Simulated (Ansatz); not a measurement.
Cost and result for the atomization energy of C$_{2}$H$_{8}$BN (12 atoms, 11 bonds).

```json
{"atom": "B1", "x (Å)": "0.250", "y (Å)": "-1.342", "z (Å)": "1.416"}
{"atom": "C2", "x (Å)": "-0.152", "y (Å)": "-0.611", "z (Å)": "0.113"}
{"atom": "N3", "x (Å)": "0.128", "y (Å)": "0.626", "z (Å)": "-0.160"}
{"atom": "C4", "x (Å)": "-0.212", "y (Å)": "1.364", "z (Å)": "-1.355"}
{"atom": "H5", "x (Å)": "-0.791", "y (Å)": "-1.778", "z (Å)": "1.887"}
{"atom": "H6", "x (Å)": "0.864", "y (Å)": "-0.600", "z (Å)": "2.163"}
{"atom": "H7", "x (Å)": "-0.713", "y (Å)": "-1.106", "z (Å)": "-0.685"}
{"atom": "H8", "x (Å)": "0.885", "y (Å)": "-2.323", "z (Å)": "1.054"}
{"atom": "H9", "x (Å)": "0.648", "y (Å)": "1.117", "z (Å)": "0.559"}
{"atom": "H10", "x (Å)": "-0.766", "y (Å)": "0.712", "z (Å)": "-2.029"}
{"atom": "H11", "x (Å)": "0.692", "y (Å)": "1.713", "z (Å)": "-1.858"}
{"atom": "H12", "x (Å)": "-0.832", "y (Å)": "2.228", "z (Å)": "-1.106"}
```

Charge 0, multiplicity 1. The bonds changed during the relaxation, so this is another structure than the one it started from. The structure was optimised at the PBE0-D4/def2-TZVP level. It is one conformer, not always the lowest. Program: Ansatz. All runs use 2 threads of an Arm Neoverse V1 on a shared host. Times are those of one run each, without the atoms' runs, and a repeat can differ threefold. Electronic energies, without spin–orbit coupling; frozen cores. CCSD(T)/CBS adds CCSD(T) − MP2 in def2-TZVPP to the MP2 limit, and its time is that of the two runs behind it. T1 = 0.015. B3LYP takes the VWN-RPA correlation (the form of Gaussian; ORCA's B3LYP/G). HSE06 is the plane-wave form, built on full-range PBE exchange.

CCSD(T)/CBS is a level of theory with its own doubt, some kJ/mol a heavy atom from the limit and from the frozen cores, so smaller differences don't rank the functionals.

| level | functions | wall time |
| --- | --- | --- |
| revPBE-D4/def2-TZVPP | 236 | 2.9 s |
| BLYP-D4/def2-TZVPP | 236 | 2.9 s |
| BHLYP-D4/def2-TZVPP | 236 | 3.5 s |
| PBE-D4/def2-TZVPP (with forces) | 236 | 3.6 s |
| HSE06-D4/def2-TZVPP | 236 | 3.7 s |
| CCSD(T)/def2-SVP | 96 | 5.5 s |
| r2SCAN-D4/def2-TZVPP (with forces) | 236 | 6 s |
| B3LYP-D4/def2-TZVPP (with forces) | 236 | 6 s |
| PBE-QIDH/def2-TZVPP | 236 | 7 s |
| ωB97M-V/def2-TZVPP (with forces) | 236 | 15 s |
| MP2/def2-QZVPP | 468 | 35 s |
| CCSD(T)/def2-TZVPP | 236 | 10 min |
| CCSD(T)/CBS(def2) | – | 11 min |

Q: What atomization energy does each give, and how far from CCSD(T)/CBS? (Estimate.)

A: Ansatz gave: 
| level | atomization (kJ/mol) | difference from CCSD(T)/CBS | per bond |
| --- | --- | --- | --- |
| revPBE-D4/def2-TZVPP | 4359.2 | 26.1 | 2.4 |
| BLYP-D4/def2-TZVPP | 4379.5 | 46.4 | 4.2 |
| BHLYP-D4/def2-TZVPP | 4267.3 | -65.8 | -6.0 |
| PBE-D4/def2-TZVPP (with forces) | 4457.7 | 124.6 | 11.3 |
| HSE06-D4/def2-TZVPP | 4386.8 | 53.7 | 4.9 |
| CCSD(T)/def2-SVP | 4147.2 | -185.9 | -16.9 |
| r2SCAN-D4/def2-TZVPP (with forces) | 4371.8 | 38.7 | 3.5 |
| B3LYP-D4/def2-TZVPP (with forces) | 4387.3 | 54.2 | 4.9 |
| PBE-QIDH/def2-TZVPP | 4325.8 | -7.3 | -0.7 |
| ωB97M-V/def2-TZVPP (with forces) | 4373.3 | 40.2 | 3.7 |
| MP2/def2-QZVPP | 4318.2 | -14.9 | -1.4 |
| CCSD(T)/def2-TZVPP | 4234.7 | -98.4 | -8.9 |
| CCSD(T)/CBS(def2) | 4333.1 | 0.0 | 0.0 |

From r2SCAN to r2SCAN0 (25 % exact exchange), in def2-TZVPP and without D4, the atomization energy moves by −56.0 kJ/mol: exact exchange takes away binding that semilocal exchange gives to molecules. The D4 term adds +27.2 kJ/mol with B3LYP and +14.2 kJ/mol with PBE0; it sums over pairs of atoms, weighted by their polarisabilities, and B3LYP, whose exchange is more repulsive, gets the larger term. In def2-TZVPP, CCSD(T) changes the Hartree–Fock value by +1032.0 kJ/mol (the triples alone add +56.0 kJ/mol) and MP2 by +1057.4 kJ/mol; breaking electron pairs costs correlation energy, which Hartree–Fock lacks.
